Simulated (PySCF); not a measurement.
Simulated S 2p region for `C(F)(F)S(=O)(=O)Cl`, binding energy against the vacuum level.

Every computed line was given a Gaussian of 0.8 eV full width at half maximum and an area set by the number of equivalent atoms (split 2:1 within a doublet); the highest printed point is 100. Computed with delta-SCF UKS SCAN, pcX-2 on the ionised atom, pcseg-1 elsewhere, spin-free X2C in PySCF 2.14.0.

(binding energy (eV), intensity): (174.2, 0), (174.3, 1), (174.4, 2), (174.5, 4), (174.6, 7), (174.7, 14), (174.8, 24), (174.9, 37), (175.0, 54), (175.1, 72), (175.2, 88), (175.3, 98), (175.4, 100), (175.5, 94), (175.6, 81), (175.7, 65), (175.8, 49), (175.9, 36), (176.0, 29), (176.1, 27), (176.2, 29), (176.3, 36), (176.4, 42), (176.5, 48), (176.6, 50), (176.7, 48), (176.8, 43), (176.9, 35), (177.0, 26), (177.1, 18), (177.2, 11), (177.3, 6), (177.4, 3), (177.5, 2), (177.6, 1), (177.7, 0), (177.8, 0)

Question: How many maxima does the curve show, and how many computed lines lie under it?

Answer: The curve has 2 maxima (at 175.4 and 176.6 eV). Under it lie 2 lines from 1 inequivalent sulfur site, drawn as a 2p3/2, 2p1/2 pair.

Question: Decompose the envelope and assign each component. Numbering: `[O:1]=[S:2](=[O:3])([Cl:4])[CH:5]([F:6])[F:7]`.

Answer: 
| position (eV) | relative area | line | atoms | environment |
| --- | --- | --- | --- | --- |
| 175.38 | 0.67 | S 2p3/2 | S2 | sulfonyl sulfur |
| 176.61 | 0.33 | S 2p1/2 | S2 | sulfonyl sulfur |

Question: What are the centre and the root-mean-square width of the whole band?

Answer: The area-weighted mean of the lines is 175.79 eV. Their own spread about it is 0.58 eV (rms) and each Gaussian has σ = 0.8/2.355 = 0.34 eV; the variances add, which gives 0.67 eV.

Shake-up satellites, vibrational structure and lifetime widths aren't simulated. Spin–orbit and ligand-field terms were added within each 2p shell after the spin-free SCF. 2p1/2 minus 2p3/2 (ligand field included): S 1.23 eV. Geometry: GFN2-xTB, one conformer, isolated molecule.

Hardware: one thread, Arm Neoverse N1 (aarch64), no GPU (shared host). Cost: 76 s wall, 0.44 GiB resident at most.

Conformer computed: `[O:1]=[S:2](=[O:3])([Cl:4])[CH:5]([F:6])[F:7]`: O1–S2–C5–F6 173°.
